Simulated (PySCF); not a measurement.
## CaS⁻: from constants to spectrum

UHF-CCSD(T) constants of CaS⁻, ²Σ⁺ (doublet), unpaired electrons σ ↑ (PySCF, no relativity, basis sets Ca def2-SVPD, S def2-SVPD; masses 39.9626 and 31.9721 u):

```
ωe              : 371.4 cm⁻¹
ωexe            : 1.65 cm⁻¹
Be              : 0.15172 cm⁻¹
αe              : 0.000821 cm⁻¹
D (centrifugal) : 1.01e-07 cm⁻¹
```

(1) Give the vibrational terms G(v) and spacings up to v = 6.

Correlated steps freeze 10 core orbitals. The state is the lowest determinant that a PBE0 search found; another state may lie lower at other levels.

## Answers

(1) G(v) = ωe(v+½) − ωexe(v+½)².

```csv
v,G(v) (cm⁻¹),G(v) − G(v−1),Bv (cm⁻¹)
0,185.3,,0.1513
1,553.4,368.1,0.1505
2,918.2,364.8,0.1497
3,1279.7,361.5,0.1488
4,1637.9,358.2,0.1480
5,1992.8,354.9,0.1472
6,2344.4,351.6,0.1464
```
